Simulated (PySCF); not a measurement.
2-methylidene-1,3-dithiole (C₄H₄S₂), SMILES C=C1SC=CS1.

Coordinates come from a TPSSh-D3(BJ)/def2-SVP optimisation.

Method: SMD-B3LYP/def2-SVP run with PySCF.

Solvation free energies are E(SMD) − E(gas) at the gas-phase geometry, for 1 M in both phases. In vacuum the dipole moment is 1.29 D.

```tsv
solvent	ΔG(solv) (kcal/mol)	its non-electrostatic (CDS) part	dipole (D)
water	___	___	___
2-propanol	-3.9	-0.2	1.76
dimethylsulfoxide	-2.9	1.0	1.79
```

Task: Complete the blanks. (Estimate from the structure and the level; the computed values follow.)

Result: 
- water, ΔG(solv) (kcal/mol): -0.4
- water, its non-electrostatic (CDS) part: 3.5
- water, dipole (D): 1.80
